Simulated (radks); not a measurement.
Values are calculated unless marked as measured or tabulated.
The iridium ion Ir60+, 17 electrons, occupied as [Ne] 3s2 3p5.

Level of theory: scalar-relativistic Kohn-Sham, exchange-only LDA, spin-polarised, spherical densities, point nucleus; open shells are filled with parallel spins first (spin-orbit coupling, left out, can overturn this in heavy ions) (a radial shooting solver on a logarithmic mesh with Libxc functionals).

Energy parts (Ry):
total: -27798.0906
kinetic: 31666.9039
electron-nucleus: -62026.3906
Hartree: 2895.6916
exchange: -334.2955

Orbitals (lengths in bohr, moments of r in powers of bohr):
[
 {"orbital": "1s up", "occ.": "1", "eigenvalue (Ry)": "-5933.856", "<r^2>": "0.0004196"},
 {"orbital": "1s down", "occ.": "1", "eigenvalue (Ry)": "-5933.546", "<r^2>": "0.0004196"},
 {"orbital": "2s up", "occ.": "1", "eigenvalue (Ry)": "-1310.100", "<r^2>": "0.006297"},
 {"orbital": "2s down", "occ.": "1", "eigenvalue (Ry)": "-1309.844", "<r^2>": "0.006295"},
 {"orbital": "2p up", "occ.": "3", "eigenvalue (Ry)": "-1183.931", "<r^2>": "0.005232"},
 {"orbital": "2p down", "occ.": "3", "eigenvalue (Ry)": "-1183.614", "<r^2>": "0.005231"},
 {"orbital": "3s up", "occ.": "1", "eigenvalue (Ry)": "-515.9562", "<r^2>": "0.03599"},
 {"orbital": "3s down", "occ.": "1", "eigenvalue (Ry)": "-515.2459", "<r^2>": "0.03601"},
 {"orbital": "3p up", "occ.": "3", "eigenvalue (Ry)": "-478.8159", "<r^2>": "0.03554"},
 {"orbital": "3p down", "occ.": "2", "eigenvalue (Ry)": "-478.1016", "<r^2>": "0.03556"}
]

The highest occupied level is 3p down at -6504.9 eV. Summed over all electrons, <r^2> = 0.2946 bohr^2, which gives a Langevin (diamagnetic) susceptibility term of -0.233 x 10^-6 cm^3/mol. For comparison, the ionisation energy in NIST's Atomic Spectra Database is 6441 eV (theoretical). In exact Kohn-Sham theory the highest level is minus the ionisation energy, but local and semilocal functionals leave it too shallow, through self-interaction and a potential that decays too fast; potentials with the right tail come closer. Spin moment in Bohr magnetons: 1.
